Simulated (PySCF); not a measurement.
Constitutional and geometric isomers with formula C2H6Si2. Isolated molecules, 0 K electronic values unless said otherwise. One relaxed conformer stands for each flexible species; it need not be the lowest. Strings in code marks are SMILES.

Computed with PBE-D3(BJ)/def2-TZVP // B3LYP-D3(BJ)/def2-TZVP run with PySCF. 

| species | HOMO (eV) | HOMO–LUMO gap (eV) |
|---|---|---|
| `C1[SiH2][SiH2]C=1` | -6.62 | 4.85 |
| `C=[SiH]C=[SiH2]` (C–Si–C–Si torsion 180°) | -4.96 | ? |
| `[SiH2]=CC=[SiH2]` (Si–C–C–Si torsion 180°) | -4.57 | 1.88 |
| `C1C([SiH2]1)=[SiH2]` | ? | 3.21 |

Fill in the missing entries.


- `C=[SiH]C=[SiH2]` (C–Si–C–Si torsion 180°), HOMO–LUMO gap (eV): 2.14
- `C1C([SiH2]1)=[SiH2]`, HOMO (eV): -5.52
